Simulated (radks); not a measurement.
Results of a calculation; reference values are marked as such.
Ionisation of neutral magnesium, [Ne] 3s2, to [Ne] 3s1 as the strength of local exchange is varied. Level of theory: scalar-relativistic Kohn-Sham, Slater X-alpha exchange (alpha = 2/3 is LDA exchange), no correlation, spin-unpolarised, spherical densities, finite nucleus; Fermi nuclear charge, rms radius 3.057 fm (a radial shooting solver on a logarithmic mesh with Libxc functionals).

| alpha | E(Mg) (hartree) | exchange (hartree) | IE (eV) | -e of the level emptied (eV) | <r> of it (bohr) |
|---|---|---|---|---|---|
| 0.587 | -196.83526 | -12.72761 | 6.621 | 3.442 (3s) | 3.303 |
| 0.667 | -198.57653 | -14.57015 | 7.112 | 3.876 (3s) | 3.214 |
| 0.83 | -202.16439 | -18.40404 | 8.163 | 4.824 (3s) | 3.050 |
| 0.85 | -202.60831 | -18.88181 | 8.297 | 4.946 (3s) | 3.031 |
| 0.881 | -203.29799 | -19.62552 | 8.506 | 5.137 (3s) | 3.003 |
| 0.929 | -204.36970 | -20.78469 | 8.835 | 5.440 (3s) | 2.960 |
| 1.029 | -206.61735 | -23.22928 | 9.537 | 6.093 (3s) | 2.876 |

NIST Atomic Spectra Database: 7.646 eV (measured). The Delta-SCF value meets it near alpha = 0.75. Spin polarisation and multiplet splitting are left out, so open shells lie too high by an amount that depends on their filling.

Beside tabulated values, note that spin-unpolarised runs miss the spin-polarisation part of the exchange energy of open shells.
